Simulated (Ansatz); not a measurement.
Reaction (substitution at a C–C bond): `CCCC(CC)CC` + `[CH3][In]([OH])[Cl]` → `CC[O][In]([CH3])[Cl]` + `CCC(C)CC`

Computed with Ansatz on PBE0-D4/def2-TZVP structures; ΔE is electronic, products minus reactants. CBS: MP2 limit from def2 TZ/QZ plus the TZ coupled-cluster correction, frozen cores. Elements past krypton have def2 core potentials. For In outer-core shells are correlated without core-valence functions, which leaves a few kJ/mol of doubt a bond. Each species was taken in one conformer, which may not be the lowest.

| species | HF/def2-QZVPP energy (Eh) |
| --- | --- |
| `CCCC(CC)CC` | -313.56052 |
| `[CH3][In]([OH])[Cl]` | -763.92496 |
| `CC[O][In]([CH3])[Cl]` | -842.01372 |
| `CCC(C)CC` | -235.46259 |

Task: Work out ΔE.

Result: ΔE = (-842.01372) + (-235.46259) − (-313.56052) − (-763.92496) = 0.00917 Eh = +0.25 eV. CCSD(T)/CBS gives +0.38 eV.

Largest T1 diagnostic among the species: 0.014.

From PBE to PBE0 (25 % exact exchange), in def2-TZVPP and without D4, ΔE moves by +0.04 eV. In def2-TZVPP, CCSD(T) changes the Hartree–Fock value by +0.12 eV (the triples alone add +0.00 eV) and MP2 by +0.17 eV.
